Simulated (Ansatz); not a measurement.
```yaml
crystal:
  periodic: [false, false, false]
  atoms:
    - {symbol: C, position_ang: [-1.198942, 0.715870, -0.257673]}
    - {symbol: B, position_ang: [-0.185756, -0.050317, 0.675179]}
    - {symbol: C, position_ang: [1.337163, -0.120529, 0.358550]}
    - {symbol: S, position_ang: [0.737802, -1.749484, -0.272158]}
    - {symbol: H, position_ang: [-0.817196, 0.912825, -1.265050]}
    - {symbol: H, position_ang: [-1.404359, 1.692976, 0.197873]}
    - {symbol: H, position_ang: [-2.164784, 0.212937, -0.347867]}
    - {symbol: H, position_ang: [-0.530432, -0.452871, 1.752382]}
    - {symbol: H, position_ang: [1.782311, 0.454235, -0.449633]}
    - {symbol: H, position_ang: [2.053327, -0.328961, 1.149013]}
    - {symbol: H, position_ang: [0.456467, -1.343681, -1.520116]}
basis:
  gaussian: {orbitals: cc-pVTZ-DK}
hamiltonian: {xc: {name: HF}}
correlation: {method: mp2, frozen_orbitals: {C: 0}}
accuracy: high
```

```sh
$ ansatz run in.yaml --threads 2 --pin off --events-out ev --progress --plain --max-ram 4352MiB
```

Shortened log:

```
Functional definition: HF
Error: "frozen_orbitals" has no count for B
```

(1) Something in this input is off. What?

Results:

(1) Frozen orbitals are typed for one element alone, and the program wants a count for each. The input was rejected before any iteration.
